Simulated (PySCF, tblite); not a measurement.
Isomers of C7H9FNP, one GFN2-xTB conformer each. Single-point energies are computed at PBE0/pcSseg-1 (PySCF, gas phase, no added dispersion term), electronic only.

Task: Rank them by PBE0/pcSseg-1 energy, lowest first (kJ/mol).
A. `[CH3:1][P:2]([NH2:3])[c:4]1[cH:5][cH:6][cH:7][c:8]([F:9])[cH:10]1` with C1–P2–N3–H -177° and 65°, C1–P2–C4–C5 81°
B. `[N:1]#[C:2][CH2:3][CH2:4][P:5]1[CH2:6][CH:7]=[C:8]([F:9])[CH2:10]1` with C2–C3–C4–P5 177°, C3–C4–P5–C6 176°, C4–P5–C6–C7 -83°, P5–C6–C7–C8 -12°, C7–C8–C10–P5 12°, C4–P5–C10–C8 82°

Result: A (0.0), B (101.3).

As drawn, the lower has an aromatic ring and an N–H bond, which the higher lacks; the higher has a C≡N group and a C=C bond outside aromatic rings, which the lower lacks. GFN2-xTB itself gives, in the same order: 0.0, 136.1. Both levels put the same isomer lowest.

Task: Which frontier levels, dipoles and rotational constants go with these structures?

Result: 
```csv
SMILES,"HOMO (eV, PBE0/pcSseg-1)",LUMO (eV),dipole (D),"A, B, C (MHz)"
CP(N)c1cccc(F)c1,-6.16,-0.65,2.53,"2315, 690.9, 595.8"
N#CCCP1CC=C(F)C1,-7.42,0.05,3.74,"1910, 604.3, 538.6"
```

Task: What happens when harmonic zero-point energies from GFN2-xTB frequencies are added?

Result: 
| SMILES | ZPE (kJ/mol) | electronic (kJ/mol) | with ZPE (kJ/mol) |
| --- | --- | --- | --- |
| CP(N)c1cccc(F)c1 | 374.8 | 0.0 | 0.0 |
| N#CCCP1CC=C(F)C1 | 374.3 | 101.3 | 100.9 |

The zero-point energies span 0.5 kJ/mol. The order is unchanged.
